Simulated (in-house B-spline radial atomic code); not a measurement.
Inner levels of manganese as electrons are removed. A shift is the extra binding of the orbital against the neutral atom ([Ar] 3d5 4s2). Computed with a B-spline radial code for spherical atoms: non-relativistic Hartree-Fock, average of the configuration, point nuclei.

```json
{"ion": "Mn15+", "configuration": "[He] 2s2 2p6", "shift of 1s (eV)": "485.18", "radius of 1s (bohr)": "0.061482", "Σ<r²> (bohr²)": "0.62216", "change of density at nucleus (bohr⁻³)": "-91.675"}
{"ion": "Mn16+", "configuration": "[He] 2s2 2p5", "shift of 1s (eV)": "?", "radius of 1s (bohr)": "?", "Σ<r²> (bohr²)": "?", "change of density at nucleus (bohr⁻³)": "?"}
{"ion": "Mn17+", "configuration": "[He] 2s2 2p4", "shift of 1s (eV)": "?", "radius of 1s (bohr)": "?", "Σ<r²> (bohr²)": "?", "change of density at nucleus (bohr⁻³)": "?"}
{"ion": "Mn18+", "configuration": "[He] 2s2 2p3", "shift of 1s (eV)": "864.34", "radius of 1s (bohr)": "0.061254", "Σ<r²> (bohr²)": "0.36603", "change of density at nucleus (bohr⁻³)": "27.614"}
{"ion": "Mn19+", "configuration": "[He] 2s2 2p2", "shift of 1s (eV)": "999.27", "radius of 1s (bohr)": "0.061167", "Σ<r²> (bohr²)": "0.29308", "change of density at nucleus (bohr⁻³)": "70.885"}
{"ion": "Mn20+", "configuration": "[He] 2s2 2p1", "shift of 1s (eV)": "1138.42", "radius of 1s (bohr)": "0.061074", "Σ<r²> (bohr²)": "0.2254", "change of density at nucleus (bohr⁻³)": "115.93"}
{"ion": "Mn21+", "configuration": "[He] 2s2", "shift of 1s (eV)": "1281.77", "radius of 1s (bohr)": "0.060975", "Σ<r²> (bohr²)": "0.16253", "change of density at nucleus (bohr⁻³)": "162.77"}
{"ion": "Mn22+", "configuration": "[He] 2s1", "shift of 1s (eV)": "1407.78", "radius of 1s (bohr)": "0.060964", "Σ<r²> (bohr²)": "0.084389", "change of density at nucleus (bohr⁻³)": "-342.86"}
{"ion": "Mn23+", "configuration": "1s2", "shift of 1s (eV)": "?", "radius of 1s (bohr)": "?", "Σ<r²> (bohr²)": "?", "change of density at nucleus (bohr⁻³)": "?"}
{"ion": "Mn24+", "configuration": "1s1", "shift of 1s (eV)": "1957.04", "radius of 1s (bohr)": "0.06", "Σ<r²> (bohr²)": "0.0048", "change of density at nucleus (bohr⁻³)": "-5587.17"}
```

(1) Fill in the row of Mn16+.

(2) Fill in the row of Mn17+.

(3) Fill in the row of Mn23+.

Answers

(1) shift of 1s (eV): 607.27; radius of 1s (bohr): 0.061411; Σ<r²> (bohr²): 0.52993; change of density at nucleus (bohr⁻³): -53.653.

(2) shift of 1s (eV): 733.66; radius of 1s (bohr): 0.061335; Σ<r²> (bohr²): 0.44478; change of density at nucleus (bohr⁻³): -13.894.

(3) shift of 1s (eV): 1536.4; radius of 1s (bohr): 0.060915; Σ<r²> (bohr²): 0.009914; change of density at nucleus (bohr⁻³): -876.59.
